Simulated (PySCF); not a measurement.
This PySCF input asks for the NMR shieldings of SMILES N#C[Si@@H]1CC[SiH2]/C1=C\F, C$_{5}$H$_{8}$FNSi$_{2}$; the geometry comes from GFN2-xTB.

```python
import basis_set_exchange as bse
import numpy as np
from pyscf import gto, dft
from pyscf.prop import nmr

atoms = """
N    -1.054321   -3.654488   -0.816971
C    -0.954186   -2.632878   -0.308914
Si   -0.781270   -0.971354    0.528411
C    -1.586975    0.400784   -0.518441
C    -0.821787    1.712519   -0.294183
Si    1.061987    1.395178   -0.290513
C     0.998687   -0.361121    0.429401
C     2.055633   -1.061669    0.792477
F     3.308001   -0.568897    0.695787
H    -1.299029   -1.123874    1.892402
H    -1.527242    0.129540   -1.575349
H    -2.646548    0.534740   -0.296340
H    -1.112719    2.446527   -1.045771
H    -1.115471    2.132195    0.670369
H     1.775108    2.331580    0.577868
H     1.623297    1.370656   -1.643941
H     2.069838   -2.067407    1.193798
"""
names = dict.fromkeys(["N", "C", "Si", "F", "H"], "pcSseg-1")
basis = {el: gto.basis.parse(bse.get_basis(n, elements=[el], fmt="nwchem")) for el, n in names.items()}
mol = gto.M(atom=atoms, basis=basis, charge=0, verbose=0)
mf = dft.RKS(mol, xc="PBE0")
mf.grids.level = 2
mf.grids.alignment = dft.numint.BLKSIZE   # the property module wants whole blocks of grid points
mf.conv_tol = 1e-9
mf.kernel()

calc = nmr.RKS(mf)   # GIAO
C = mf.mo_coeff
Co = C[:, mf.mo_occ > 0]
resp = mf.gen_response(singlet=True, hermi=2)
def vind(x):   # induced exchange potential for any number of trial vectors
    d = np.einsum("pi,xij,qj->xpq", C, 2 * x.reshape(-1, C.shape[1], Co.shape[1]), Co, optimize=True)
    return np.einsum("xpq,pi,qj->xij", resp(d - d.transpose(0, 2, 1)), C, Co, optimize=True).ravel()
mo1, _ = nmr.rhf.solve_mo1(calc, with_cphf=vind)
sigma = calc.kernel(mo1)
for i, s in enumerate(sigma):   # ppm
    w = np.linalg.eigvalsh((s + s.T) / 2)
    print("%2d %-2s iso %8.1f  s11 %8.1f  s22 %8.1f  s33 %8.1f" % (i, mol.atom_pure_symbol(i), w.mean(), *w))
```

Problem. What does it print?

Solution. 
```
 0 N  iso    -95.7  s11   -294.2  s22   -284.3  s33    291.3
 1 C  iso     61.9  s11    -53.0  s22    -50.9  s33    289.5
 2 Si iso    391.1  s11    338.7  s22    386.4  s33    448.2
 3 C  iso    173.6  s11    157.8  s22    176.3  s33    186.7
 4 C  iso    179.2  s11    166.0  s22    177.8  s33    193.7
 5 Si iso    391.7  s11    347.1  s22    390.8  s33    437.3
 6 C  iso     82.1  s11    -15.4  s22    103.7  s33    158.0
 7 C  iso     11.9  s11   -110.5  s22     72.5  s33     73.7
 8 F  iso    203.2  s11     53.7  s22    242.7  s33    313.2
 9 H  iso     26.9  s11     23.8  s22     24.4  s33     32.3
10 H  iso     30.4  s11     25.5  s22     28.7  s33     37.1
11 H  iso     30.1  s11     24.3  s22     28.2  s33     37.7
12 H  iso     30.3  s11     24.7  s22     27.8  s33     38.5
13 H  iso     30.9  s11     25.7  s22     28.6  s33     38.3
14 H  iso     26.9  s11     23.0  s22     25.1  s33     32.5
15 H  iso     27.0  s11     23.4  s22     25.0  s33     32.5
16 H  iso     24.3  s11     20.0  s22     23.4  s33     29.5
```

These numbers come from an equivalent density-fitted implementation of the same equations, which agrees with the script to about 0.01 ppm for H and up to a few tenths of a ppm for heavy atoms, so last digits may differ.

Problem. Turn these shieldings into chemical shifts. δ = σ(ref) − σ, references computed at the same level: 15N (σref 267.73) against NH3; 13C (σref 186.93) and 29Si (σref 349.16) and 1H (σref 31.72) against TMS; 19F (σref 170.95) vs CFCl3.

Solution. Averaging equivalent atoms: N 0: 363.4; C 7: 175.1; C 1: 125.1; C 6: 104.8; C 3: 13.3; C 4: 7.7; Si 2: -42.0; Si 5: -42.6; F 8: -32.3; H 16: 7.42; H 9: 4.85; H 14: 4.84; H 15: 4.74; H 11: 1.64; H 12: 1.37; H 10: 1.27; H 13: 0.84 ppm. Unscaled 19F shifts against computed CFCl3 carry errors that often reach 10 to 50 ppm. Experimental scales use liquid or dissolved standards, which lie at an offset from isolated NH3 (liquid NH3: subtract about 20 ppm). Unscaled 15N shifts of sp2 nitrogen come out 20 to 40 ppm too high even then.

Size and cost of the density-fitted run: 207 basis functions, 39 s wall time on 1 thread of an Arm Neoverse V2, shared host; peak memory 0.92 GiB.
